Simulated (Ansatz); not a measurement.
C2H10B2Si. Total charge 0; spin multiplicity 1. The bonds changed during the relaxation, so this is another structure than the one it started from. All single points use the PBE0-D4/def2-TZVP geometry. It is one conformer, not always the lowest.

```xyz
15

B    -1.183    0.781   -0.331
B    -1.381   -0.743   -0.335
C    -1.381   -2.263   -0.260
Si    0.804    0.212    0.146
C     1.697    1.844    0.382
H    -1.489    1.396    0.660
H    -1.013    1.369   -1.368
H    -0.508   -2.688   -0.765
H    -2.289   -2.702   -0.680
H    -1.315   -2.557    0.795
H     0.944   -0.603    1.393
H     1.487   -0.574   -0.927
H     1.237    2.413    1.192
H     2.749    1.673    0.626
H     1.640    2.442   -0.529
```

Question: What is the dipole moment at r2SCAN/def2-TZVPP? (Estimate.)

Answer: Ansatz gave: 2.11 D, with components (0.12, -2.10, 0.19) D in this frame, pointing from negative to positive charge.

Question: And with PBE, B3LYP, ωB97M-V? (Best estimate.)

Answer: Computed: PBE 2.03 D, B3LYP 2.17 D, ωB97M-V 2.27 D.

Question: Give the Mulliken charges with r2SCAN, B3LYP, ωB97M-V in def2-TZVPP. (Estimate.)

Answer: The calculation gave: 
| atom | r2SCAN | B3LYP | ωB97M-V |
| --- | --- | --- | --- |
| B1 | -0.20 | -0.28 | -0.57 |
| B2 | 0.14 | 0.18 | 0.27 |
| C3 | -0.20 | -0.27 | -0.31 |
| Si4 | 0.23 | 0.22 | 0.15 |
| C5 | -0.30 | -0.40 | -0.46 |
| H6 | 0.01 | 0.03 | 0.11 |
| H7 | 0.02 | 0.03 | 0.11 |
| H8 | 0.09 | 0.12 | 0.14 |
| H9 | 0.09 | 0.12 | 0.14 |
| H10 | 0.09 | 0.12 | 0.14 |
| H11 | -0.10 | -0.10 | -0.05 |
| H12 | -0.10 | -0.10 | -0.05 |
| H13 | 0.08 | 0.11 | 0.12 |
| H14 | 0.07 | 0.10 | 0.12 |
| H15 | 0.08 | 0.11 | 0.13 |

B3LYP here is the variant with VWN-RPA as its local correlation; programs differ in this.
